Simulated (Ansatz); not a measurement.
**Low-lying states of CuH**

Computed with Ansatz's Gaussian-basis code (development build). State-averaged CASSCF with equal weights; occupations are averaged over the states; levels count from the state that is lowest in CASSCF. CASSCF levels without dynamic correlation can be off by over 1 eV. Solutions may break the symmetry of the shape. The lowest solution met needn't be the lowest there is, nor hold the orbitals that a chemist would pick. The basis is small, far from the limit. The average may hold one member of a degenerate pair alone.

Geometry: bond length 1.4630 Å.

Basis cc-pVTZ, nonrelativistic, 5 orbitals frozen in the corrections; active space CAS(2,2). Averaged: 1 singlet, 1 triplet.

(1) Give the levels in order, with their spins.

Same geometry.

Basis def2-SVP, nonrelativistic, 5 orbitals frozen in the corrections; active space CAS(12,7). Averaged: 2 singlets.

(2) Give the levels in order.

Results:

(1) 

```csv
state,CASSCF (eV)
singlet,0.000
triplet,0.114
```

Occupations: 1.25, 0.75.

(2) 

| state | CASSCF (eV) | SC-NEVPT2 (eV) |
| --- | --- | --- |
| singlet | 0.000 | 0.000 |
| singlet | 2.473 | 2.763 |

Occupations: 2.00, 2.00, 2.00, 2.00, 1.99, 1.50, 0.51.
